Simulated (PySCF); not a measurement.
From one molecule to another.

First species: C6H14N (charge +1).
SMILES: `C1CCC[N+]1(C)C`

Second species: C6H14N (charge +1).
SMILES with atom numbers: `[CH3:1][CH2:2][CH2:3][NH+:4]1[CH2:5][CH2:6][CH2:7]1` (hydrogens: H8, H9, H10 on C1; H11, H12 on C2; H13, H14 on C3; H15 on N4; H16, H17 on C5; H18, H19 on C6; H20, H21 on C7)

Cartesian coordinates in Å at the PBE0-D3(BJ)/def2-SVP level; atoms count from 1:
```xyz
21
C6H14N angstrom
C      2.579    0.365   -0.503
C      1.854   -0.827    0.103
C      0.629   -0.462    0.920
N     -0.386    0.252    0.104
C     -1.132   -0.502   -0.976
C     -2.444    0.155   -0.532
C     -1.710    0.632    0.726
H      3.488    0.039   -1.026
H      1.976    0.902   -1.258
H      2.888    1.089    0.267
H      2.530   -1.371    0.781
H      1.576   -1.555   -0.679
H      0.131   -1.349    1.338
H      0.885    0.210    1.754
H      0.064    1.080   -0.303
H     -1.067   -1.579   -0.768
H     -0.748   -0.297   -1.983
H     -2.764    0.976   -1.188
H     -3.292   -0.521   -0.370
H     -1.876    0.010    1.616
H     -1.760    1.693    1.002
```

Levels: PBE0/def2-SVPD for HOMO energy, LUMO energy, HOMO–LUMO gap and static isotropic polarisability; TDDFT PBE0/def2-SVPD for lowest singlet excitation. Geometries: PBE0-D3(BJ)/def2-SVP. Each structure is a single optimised conformer of the isolated species, non-relativistic unless stated; the electronic structure was computed with PySCF and density fitting.

Dipoles, sizes and rotational constants follow the conformer. The torsions of the flexible species, by atom-mapped SMILES:
- `[CH3:1][CH2:2][CH2:3][NH+:4]1[CH2:5][CH2:6][CH2:7]1`: C1–C2–C3–N4 60°, C2–C3–N4–C5 69°

The conformers of `C[N+]1(C)CCCC1` aren't listed.

Values for the first species:

| Item | Value |
| --- | --- |
| HOMO energy | -13.71 eV |
| LUMO energy | -3.63 eV |
| HOMO–LUMO gap | 10.08 eV |
| Lowest singlet excitation | 8.91 eV |
| Static isotropic polarisability | 70.8 au |

(1) Estimate the same properties for the second species, and the change in each.

Answers

(1) 
```csv
property,first,second,second less first
HOMO energy,-13.71 eV,-13.77 eV,-0.06 eV
LUMO energy,-3.63 eV,-4.07 eV,-0.44 eV
HOMO–LUMO gap,10.08 eV,9.70 eV,-0.38 eV
lowest singlet excitation,8.91 eV,8.57 eV,-0.34 eV
static isotropic polarisability,70.8 au,72.9 au,+2.1 au
```

On the first: The 10 singlets span 8.91 to 10.56 eV, and their oscillator strengths add up to 0.10. The principal polarisabilities are 66.6, 69.0 and 76.8 au; their mean is the isotropic value.

On the second: S1 lies 1.13 eV below the HOMO–LUMO gap; its leading configuration is HOMO→LUMO, weight 0.98. The principal polarisabilities are 65.6, 68.7 and 84.4 au; their mean is the isotropic value.
